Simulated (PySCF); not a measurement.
Structure with atom numbers: `[CH3:1][CH:2]([CH3:3])[Ga@@H-:4]([NH3+:5])[F:6]`. Each H is labelled by its parent atom.

Geometry: PBE0-D3(BJ)/def2-SVP; GIAO shifts from PySCF 2.14.0 with density-fitted response routines, gas phase, non-relativistic, averaged over equivalent atoms.

At PBE0/pcSseg-1 (181 basis functions, 27 s wall time on 1 thread of an Arm Neoverse V1, shared host):
| atoms | δ (ppm) |
| --- | --- |
| C1 | 20.8 |
| C3 | 20.8 |
| C2 | 13.5 |
| Ga4 | 229.5 |
| N5 | 29.7 |
| F6 | -201.2 |
| H(Ga4) | 4.51 |
| H(N5) | 1.92 |
| H(C1) | 1.10 |
| H(C3) | 1.03 |
| H(C2) | 0.65 |

Referencing at the same level of theory: $^{13}$C (184.41 ppm) and $^{1}$H (31.27 ppm) against TMS; $^{71}$Ga (1710.18 ppm) against GaH4-; NH3 for $^{15}$N (265.67 ppm); CFCl3 for $^{19}$F (177.25 ppm).

Problem. What do these become at mPW1PW91/pcSseg-1?

Solution. 
```tsv
atoms	δ at mPW1PW91/pcSseg-1	change
C1	20.8	+0.0
C3	20.8	+0.0
C2	13.6	+0.1
Ga4	225.4	-4.1
N5	29.5	-0.2
F6	-201.2	+0.0
H(Ga4)	4.49	-0.02
H(N5)	1.94	+0.02
H(C1)	1.10	+0.00
H(C3)	1.03	+0.00
H(C2)	0.64	-0.01
```

Shifts are taken against calculated references (same method and geometry level): TMS for $^{13}$C (σref 183.54) and $^{1}$H (σref 31.32); $^{71}$Ga (σref 1703.24) against GaH4-; $^{15}$N (σref 264.17) against NH3; CFCl3 for $^{19}$F (σref 177.88).

The largest change is at Ga4 (Ga bonded to C, F, N, H). Cost: 181 basis functions, 24 s wall time on 1 thread of an Arm Neoverse V1, shared host. The order of the carbon signals is the same at both levels.

Relativistic effects, spin–orbit coupling among them, are left out; they matter for Ga and for the light atoms bonded to it. Unscaled 19F shifts against computed CFCl3 carry errors that often reach 10 to 50 ppm. Experimental scales use liquid or dissolved standards, which lie at an offset from isolated NH3 (liquid NH3: subtract about 20 ppm).
